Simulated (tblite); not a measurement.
Record of a relaxation.

Species: C₅H₁₂GaNO.
Numbering: `[CH2:1]=[CH:2][O:3][C@H:4]([CH:5]=[CH2:6])[GaH2-:7][NH3+:8]` (hydrogens: H9, H10 on C1; H11 on C2; H12 on C4; H13 on C5; H14, H15 on C6; H16, H17 on Ga7; H18, H19, H20 on N8)
Bond orders are those of one Lewis drawing.

Computed with GFN2-xTB (tblite), gas phase: L-BFGS steps from a force-field or distance-geometry start until the largest atomic force falls under 0.01 eV/Å. 8 of its 189 geometries are shown.

Step 0: E = -677.1820 eV, largest atomic force 2.506 eV/Å
```
atom  x, y, z in Å  |  force x, y, z in eV/Å
C1      2.000   -1.575    0.726    1.029   0.410   0.183
C2      2.154   -0.264    0.867   -0.238   0.057  -0.375
O3      1.133    0.650    0.843    0.640  -0.172   1.570
C4      0.562    0.984   -0.411    0.025   0.615  -0.918
C5     -0.461    2.065   -0.207    0.435  -0.735   0.284
C6     -1.303    1.905    0.801   -0.762   0.480   0.117
Ga7    -0.421   -0.523   -1.277    1.095   0.594  -2.175
N8     -1.735   -1.313   -0.142   -1.277  -0.625   0.546
H9      1.059   -2.060    0.565   -0.205  -0.114  -0.035
H10     2.908   -2.169    0.785   -0.485  -0.096  -0.036
H11     3.157    0.162    1.041   -0.485  -0.076  -0.028
H12     1.373    1.365   -1.049    0.135   0.234  -0.126
H13    -0.510    2.929   -0.864    0.123  -0.303   0.074
H14    -2.055    2.653    0.993   -0.097  -0.022   0.196
H15    -1.270    1.055    1.478    0.155   0.222  -0.119
H16     0.557   -1.668   -1.764   -0.382  -0.058  -0.006
H17    -1.228    0.145   -2.520    0.045  -0.489   0.428
H18    -2.491   -0.599   -0.011    0.613  -0.695   0.187
H19    -2.147   -2.151   -0.614    0.248   0.639   0.633
H20    -1.286   -1.580    0.756   -0.615   0.135  -0.397
```

Step 27: E = -677.8801 eV, largest atomic force 0.183 eV/Å
```
atom  x, y, z in Å  |  force x, y, z in eV/Å
C1      2.076   -1.647    0.663   -0.041  -0.092   0.011
C2      2.061   -0.338    0.837   -0.036  -0.016  -0.066
O3      0.877    0.335    0.925   -0.021  -0.018  -0.126
C4      0.626    1.040   -0.323    0.071  -0.041   0.163
C5     -0.493    1.990   -0.172   -0.084  -0.087  -0.077
C6     -1.365    1.991    0.829   -0.019  -0.016   0.025
Ga7    -0.196   -0.447   -1.490   -0.086  -0.069  -0.132
N8     -1.626   -1.222   -0.102    0.108   0.069  -0.094
H9      1.134   -2.168    0.573   -0.011  -0.092   0.074
H10     2.965   -2.246    0.622    0.151   0.101   0.023
H11     2.952    0.287    0.884    0.029  -0.087   0.051
H12     1.555    1.542   -0.632   -0.087   0.106  -0.012
H13    -0.628    2.641   -1.029    0.009   0.076  -0.028
H14    -2.220    2.643    0.850    0.006   0.119  -0.016
H15    -1.214    1.367    1.694    0.015  -0.047   0.025
H16     0.476   -1.800   -1.888    0.054   0.076  -0.018
H17    -1.301    0.000   -2.519    0.082  -0.003   0.019
H18    -2.294   -0.458   -0.013   -0.058   0.021   0.105
H19    -2.089   -2.015   -0.538   -0.088  -0.036   0.065
H20    -1.303   -1.483    0.828    0.005   0.036   0.009
```

Step 54: E = -678.0307 eV, largest atomic force 0.125 eV/Å
```
atom  x, y, z in Å  |  force x, y, z in eV/Å
C1      2.201   -1.764    0.832    0.011   0.017  -0.045
C2      1.992   -0.460    0.732   -0.056   0.021   0.061
O3      0.736    0.053    0.696   -0.025   0.019  -0.121
C4      0.500    0.985   -0.408    0.073   0.006   0.090
C5     -0.546    1.978   -0.113    0.028   0.058  -0.013
C6     -1.423    2.000    0.884    0.038   0.019   0.036
Ga7    -0.318   -0.418   -1.676   -0.002   0.038  -0.017
N8     -1.645   -1.122   -0.182   -0.050  -0.020   0.009
H9      1.378   -2.459    0.788   -0.011   0.001   0.079
H10     3.183   -2.181    0.935    0.092   0.045   0.029
H11     2.800    0.271    0.725   -0.013  -0.051  -0.027
H12     1.436    1.498   -0.660    0.018  -0.037   0.019
H13    -0.602    2.739   -0.884   -0.053   0.016  -0.065
H14    -2.184    2.759    0.928   -0.013   0.033   0.060
H15    -1.366    1.329    1.726    0.002  -0.115  -0.034
H16     0.577   -1.658   -1.907   -0.029  -0.068  -0.034
H17    -1.283    0.006   -2.824   -0.009  -0.029   0.032
H18    -2.204   -0.314    0.104    0.043  -0.006   0.015
H19    -2.259   -1.928   -0.272   -0.007   0.001  -0.083
H20    -0.978   -1.302    0.574   -0.040   0.053   0.010
```

Step 81: E = -678.2244 eV, largest atomic force 0.164 eV/Å
```
atom  x, y, z in Å  |  force x, y, z in eV/Å
C1      2.354   -1.433    1.359   -0.002   0.099  -0.029
C2      2.009   -0.368    0.650   -0.042  -0.018   0.006
O3      0.789   -0.237    0.075    0.057   0.040   0.081
C4      0.516    0.956   -0.705   -0.061   0.002  -0.004
C5     -0.284    1.973    0.008    0.022  -0.064   0.073
C6     -1.066    1.762    1.061   -0.071  -0.038  -0.023
Ga7    -0.543   -0.383   -1.841   -0.027  -0.090  -0.020
N8     -1.961   -1.135   -0.397   -0.039  -0.159  -0.006
H9      1.661   -2.232    1.550   -0.005  -0.023  -0.054
H10     3.351   -1.543    1.739   -0.038   0.051   0.060
H11     2.699    0.445    0.450    0.054   0.004   0.040
H12     1.448    1.394   -1.087   -0.040  -0.077   0.072
H13    -0.238    2.962   -0.432   -0.005  -0.019  -0.063
H14    -1.676    2.543    1.483    0.079   0.038   0.027
H15    -1.131    0.799    1.546    0.079   0.014   0.005
H16     0.261   -1.685   -2.079   -0.032  -0.006  -0.080
H17    -1.607    0.006   -2.924   -0.059   0.031  -0.007
H18    -2.583   -0.404   -0.048    0.072   0.002  -0.001
H19    -2.542   -1.868   -0.810    0.092   0.113   0.036
H20    -1.463   -1.542    0.398   -0.037   0.101  -0.112
```

Step 107: E = -678.3117 eV, largest atomic force 0.128 eV/Å
```
atom  x, y, z in Å  |  force x, y, z in eV/Å
C1      2.332   -1.291    1.531    0.008   0.022   0.015
C2      1.917   -0.313    0.744    0.001  -0.006  -0.045
O3      0.802   -0.389   -0.023   -0.046  -0.026  -0.043
C4      0.457    0.792   -0.782    0.029   0.042   0.025
C5     -0.249    1.828    0.003   -0.025  -0.004  -0.063
C6     -0.842    1.669    1.179   -0.044  -0.050   0.055
Ga7    -0.647   -0.424   -2.010   -0.035   0.044   0.014
N8     -1.975   -1.123   -0.510    0.027   0.055  -0.020
H9      1.788   -2.212    1.639   -0.028  -0.025  -0.049
H10     3.252   -1.195    2.074   -0.019   0.004   0.055
H11     2.475    0.612    0.640    0.042   0.024   0.036
H12     1.366    1.226   -1.218    0.043   0.012   0.008
H13    -0.293    2.791   -0.496   -0.019  -0.052  -0.002
H14    -1.372    2.474    1.661    0.048   0.013  -0.009
H15    -0.803    0.740    1.730    0.036   0.008  -0.066
H16     0.065   -1.702   -2.503    0.031  -0.007   0.070
H17    -1.727    0.163   -2.968   -0.052   0.019  -0.046
H18    -2.460   -0.308   -0.134    0.019   0.039   0.048
H19    -2.674   -1.802   -0.797   -0.073  -0.092  -0.050
H20    -1.415   -1.526    0.238    0.058  -0.021   0.066
```

Step 134: E = -678.3460 eV, largest atomic force 0.027 eV/Å
```
atom  x, y, z in Å  |  force x, y, z in eV/Å
C1      2.208   -1.293    1.529    0.014  -0.014   0.004
C2      1.849   -0.276    0.763   -0.009  -0.004   0.015
O3      0.868   -0.375   -0.170    0.010   0.000  -0.006
C4      0.500    0.830   -0.874   -0.006  -0.002   0.015
C5     -0.246    1.804   -0.053   -0.012   0.014   0.005
C6     -0.747    1.605    1.161   -0.005   0.018  -0.007
Ga7    -0.660   -0.397   -2.036   -0.026   0.005   0.004
N8     -1.913   -1.089   -0.455    0.005  -0.010   0.001
H9      1.737   -2.257    1.440   -0.012  -0.005  -0.002
H10     3.001   -1.194    2.245   -0.012   0.006  -0.009
H11     2.322    0.697    0.836    0.010   0.016   0.000
H12     1.397    1.304   -1.295   -0.013   0.015  -0.002
H13    -0.412    2.751   -0.554    0.019   0.000  -0.013
H14    -1.306    2.372    1.670    0.013  -0.022   0.007
H15    -0.580    0.692    1.714   -0.006  -0.004  -0.012
H16     0.016   -1.722   -2.444    0.017  -0.006  -0.014
H17    -1.769    0.160   -2.991    0.007  -0.014   0.010
H18    -2.343   -0.303    0.035    0.008   0.014  -0.012
H19    -2.643   -1.746   -0.725   -0.005   0.015   0.007
H20    -1.283   -1.551    0.200    0.001  -0.022   0.008
```

Step 161: E = -678.3515 eV, largest atomic force 0.039 eV/Å
```
atom  x, y, z in Å  |  force x, y, z in eV/Å
C1      2.167   -1.295    1.514    0.038  -0.007   0.003
C2      1.827   -0.267    0.754   -0.012  -0.010   0.015
O3      0.872   -0.359   -0.205    0.009   0.015   0.007
C4      0.493    0.854   -0.892   -0.004   0.002  -0.005
C5     -0.242    1.820   -0.054    0.000  -0.001   0.000
C6     -0.751    1.597    1.153   -0.015   0.003  -0.007
Ga7    -0.644   -0.422   -2.029    0.008   0.005   0.000
N8     -1.876   -1.106   -0.430   -0.005   0.004   0.013
H9      1.707   -2.261    1.392   -0.012   0.015   0.002
H10     2.938   -1.204    2.254   -0.002  -0.004   0.000
H11     2.291    0.709    0.858   -0.006  -0.005  -0.006
H12     1.384    1.335   -1.319   -0.007   0.000  -0.006
H13    -0.386    2.783   -0.533   -0.002  -0.010   0.003
H14    -1.299    2.357    1.683    0.005  -0.007   0.000
H15    -0.600    0.666    1.679    0.002   0.007  -0.001
H16     0.100   -1.699   -2.466    0.002  -0.018  -0.003
H17    -1.800    0.073   -2.960   -0.003   0.014  -0.009
H18    -2.191   -0.267    0.062    0.001  -0.002   0.006
H19    -2.692   -1.660   -0.684    0.016   0.016   0.007
H20    -1.302   -1.642    0.221   -0.010  -0.017  -0.018
```

Step 188: E = -678.3573 eV, largest atomic force 0.010 eV/Å
```
atom  x, y, z in Å  |  force x, y, z in eV/Å
C1      2.178   -1.283    1.525    0.001   0.000   0.005
C2      1.831   -0.261    0.760    0.002   0.007  -0.002
O3      0.874   -0.361   -0.197    0.000   0.002   0.005
C4      0.493    0.846   -0.891    0.002   0.001   0.002
C5     -0.266    1.804   -0.067    0.003  -0.003   0.005
C6     -0.774    1.586    1.142   -0.003  -0.007   0.003
Ga7    -0.638   -0.430   -2.035   -0.005  -0.002  -0.005
N8     -1.866   -1.100   -0.427   -0.008  -0.003   0.003
H9      1.713   -2.248    1.416    0.000   0.002  -0.002
H10     2.952   -1.185    2.261   -0.001  -0.002  -0.001
H11     2.296    0.715    0.852   -0.001  -0.002  -0.002
H12     1.380    1.336   -1.312   -0.001  -0.001  -0.003
H13    -0.436    2.755   -0.561   -0.002  -0.002   0.002
H14    -1.342    2.341    1.659   -0.004  -0.002  -0.002
H15    -0.588    0.674    1.692    0.006   0.002  -0.006
H16     0.093   -1.717   -2.466    0.001   0.001   0.000
H17    -1.776    0.089   -2.977    0.003  -0.004   0.001
H18    -1.959   -0.286    0.189    0.001   0.003  -0.004
H19    -2.796   -1.440   -0.662    0.006   0.008  -0.001
H20    -1.375   -1.824    0.095    0.000   0.005   0.001
```

**Question.** Summarise the path.

**Answer.** The energy falls by 1.1753 eV from step 0 to step 188; nine tenths of that is first reached at step 86. It rises by more than 0.2 meV at step 174. The largest force goes from 2.506 to 0.010 eV/Å. Among the bonds Ga7–N8 changes most, from 1.908 to 2.131 Å; the atoms move by 0.868 Å rms after alignment.

The cost below is that of the whole relaxation. Hardware: an Arm Neoverse V1 with one thread (shared host). Cost: 1.6 s wall.
